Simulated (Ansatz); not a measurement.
Relaxation of C2H7GaO (11 atoms, charge 0, multiplicity 1), to a largest force component of 0.03 eV/Å in at most 50 steps.

Theory: Ansatz 0.2.0, RKS PBE/def2-mTZVP.

```xyz
11
Properties=species:S:1:pos:R:3
Ga -1.958 -0.820 -0.054
O 0.958 -0.073 0.957
C 2.362 -0.190 1.216
H 0.501 -0.837 1.350
C -2.452 0.444 -1.594
H 2.587 -0.120 2.295
H 2.846 0.651 0.704
H 2.784 -1.130 0.820
H -2.092 0.051 -2.561
H -3.542 0.588 -1.681
H -1.993 1.437 -1.452
```

Question: Where does it end, and by what steps?

Answer: The forces met the threshold. After 15 steps the energy has fallen by 0.164 eV; H7 moved furthest, 1.77 Å.

```tsv
step	energy less start (eV)	largest force component (eV/Å)	accepted
0	0.0000	0.166	yes
1	-0.0220	0.081	yes
2	-0.0292	0.228	yes
3	-0.0395	0.239	yes
4	-0.0610	0.192	yes
5	-0.0793	0.257	yes
6	-0.0994	0.258	yes
7	-0.1173	0.314	yes
8	-0.1365	0.323	yes
9	-0.1475	0.420	yes
10	-0.1563	0.317	yes
11	-0.1533	0.309	no
12	-0.1611	0.085	yes
13	-0.1623	0.046	yes
14	-0.1635	0.069	yes
15	-0.1638	0.024	yes
```

```xyz
11
Properties=species:S:1:pos:R:3
Ga -1.880 -0.938 0.371
O 0.308 -0.451 1.285
C 1.535 -0.068 0.630
H 0.491 -1.171 1.918
C -1.541 0.423 -1.161
H 2.254 0.351 1.351
H 1.268 0.704 -0.101
H 1.997 -0.917 0.100
H -0.755 0.074 -1.857
H -2.453 0.584 -1.761
H -1.224 1.409 -0.775
```

Whether the end is a true minimum wasn't checked by a vibrational analysis.

The run took 29 s on 2 threads of AMD EPYC 7B13 (Zen 3) (shared host), peak memory 0.17 GiB.
